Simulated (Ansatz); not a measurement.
The lowest singlet and triplet of ClHSi (SMILES [SiH]Cl); geometries from B3LYP-D3(BJ)/def2-TZVP, each state relaxed from the structure named, with no frequency check.
Singlet at the triplet's geometry (charge 0, multiplicity 1):
```xyz
3

Si    -0.97715     0.45374     0.00000
Cl     0.92719    -0.34142     0.00000
H     -2.08221    -0.54826     0.00000
```

A positive gap puts the triplet lower; no zero-point energy. R- takes a restricted singlet. U- takes an unrestricted singlet (broken symmetry where lower, unprojected). The triplet is unrestricted in single-reference levels. Active spaces average the two states.

Frozen-core correlation.

The values were computed with Ansatz (an electronic-structure program). 

```
level                                         gap E(singlet) − E(triplet), vertical, at the triplet's geometry (kcal/mol)
--------------------------------------------  ---------------------------------------------------------------------------
R-PBE0/def2-TZVPP                                                                                                     [?]
R-BHLYP/def2-TZVPP                                                                                                 -25.25
U-BHLYP/def2-TZVPP                                                                                                 -25.25
R-wB97X-V/def2-TZVPP                                                                                               -27.27
R-CCSD/cc-pV(T+d)Z                                                                                                 -26.31
U-CCSD(T)/cc-pV(Q+d)Z (spin-contaminated)                                                                          -26.79
SA-CASSCF(2,2)/cc-pV(T+d)Z                                                                                            [?]
FIC-NEVPT4(SD) on SA-CASSCF(2,2)/cc-pV(T+d)Z                                                                       -27.24
FIC-MRCISD+Q on SA-CASSCF(2,2)/cc-pV(Q+d)Z                                                                         -27.09
```

Task: What belongs in the gaps?

Result: 
- R-PBE0/def2-TZVPP, gap E(singlet) − E(triplet), vertical, at the triplet's geometry (kcal/mol): -21.32
- SA-CASSCF(2,2)/cc-pV(T+d)Z, gap E(singlet) − E(triplet), vertical, at the triplet's geometry (kcal/mol): -22.74

Doubts at one or more of the structures used: a restricted determinant that unrestricted orbitals would lower (R-CCSD/cc-pV(T+d)Z); T1 above 0.05 (U-CCSD(T)/cc-pV(Q+d)Z (spin-contaminated)).
